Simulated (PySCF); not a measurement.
C₃H₃N₂, SMILES [c]1ccn[nH]1, multiplicity 2.

Coordinates come from a B3LYP-D3(BJ)/def2-SVP optimisation. The isomer is the one that the SMILES or the coordinates give; other isomers of the formula were not compared.

These are B3LYP-D3(BJ)/def2-SVP (PySCF) values and carry that method's errors.

No scaling factor is applied to the harmonic values.

```json
[
 {"mode": "1", "ν (cm⁻¹)": "492", "IR (km/mol)": "9.2", "moving atoms (share of kinetic energy)": "N 41 %, H 31 %, C 28 %"},
 {"mode": "2", "ν (cm⁻¹)": "591", "IR (km/mol)": "44.5", "moving atoms (share of kinetic energy)": "H 55 %, C 45 %"},
 {"mode": "3", "ν (cm⁻¹)": "683", "IR (km/mol)": "18.3", "moving atoms (share of kinetic energy)": "N 47 %, C 30 %, H 23 %"},
 {"mode": "4", "ν (cm⁻¹)": "777", "IR (km/mol)": "70.2", "moving atoms (share of kinetic energy)": "H 85 %, C 15 %"},
 {"mode": "5", "ν (cm⁻¹)": "890", "IR (km/mol)": "31.6", "moving atoms (share of kinetic energy)": "C 61 %, N 30 %, H 9 %"},
 {"mode": "6", "ν (cm⁻¹)": "896", "IR (km/mol)": "2.7", "moving atoms (share of kinetic energy)": "H 73 %, C 27 %"},
 {"mode": "7", "ν (cm⁻¹)": "916", "IR (km/mol)": "8.5", "moving atoms (share of kinetic energy)": "C 49 %, N 37 %, H 14 %"},
 {"mode": "8", "ν (cm⁻¹)": "1033", "IR (km/mol)": "9.1", "moving atoms (share of kinetic energy)": "H 68 %, C 20 %, N 12 %"},
 {"mode": "9", "ν (cm⁻¹)": "1083", "IR (km/mol)": "20.1", "moving atoms (share of kinetic energy)": "N 56 %, H 33 %, C 11 %"},
 {"mode": "10", "ν (cm⁻¹)": "1175", "IR (km/mol)": "14.9", "moving atoms (share of kinetic energy)": "C 36 %, N 36 %, H 28 %"},
 {"mode": "11", "ν (cm⁻¹)": "1263", "IR (km/mol)": "8.6", "moving atoms (share of kinetic energy)": "H 62 %, C 22 %, N 16 %"},
 {"mode": "12", "ν (cm⁻¹)": "1335", "IR (km/mol)": "0.9", "moving atoms (share of kinetic energy)": "C 50 %, N 26 %, H 24 %"},
 {"mode": "13", "ν (cm⁻¹)": "1394", "IR (km/mol)": "14.2", "moving atoms (share of kinetic energy)": "C 79 %, H 13 %, N 8 %"},
 {"mode": "14", "ν (cm⁻¹)": "1451", "IR (km/mol)": "13.5", "moving atoms (share of kinetic energy)": "N 37 %, H 33 %, C 30 %"},
 {"mode": "15", "ν (cm⁻¹)": "1545", "IR (km/mol)": "8.3", "moving atoms (share of kinetic energy)": "C 67 %, H 17 %, N 16 %"},
 {"mode": "16", "ν (cm⁻¹)": "3230", "IR (km/mol)": "2.6", "moving atoms (share of kinetic energy)": "H 91 %, C 9 %"},
 {"mode": "17", "ν (cm⁻¹)": "3278", "IR (km/mol)": "0.6", "moving atoms (share of kinetic energy)": "H 91 %, C 9 %"},
 {"mode": "18", "ν (cm⁻¹)": "3661", "IR (km/mol)": "119.3", "moving atoms (share of kinetic energy)": "H 93 %"}
]
```
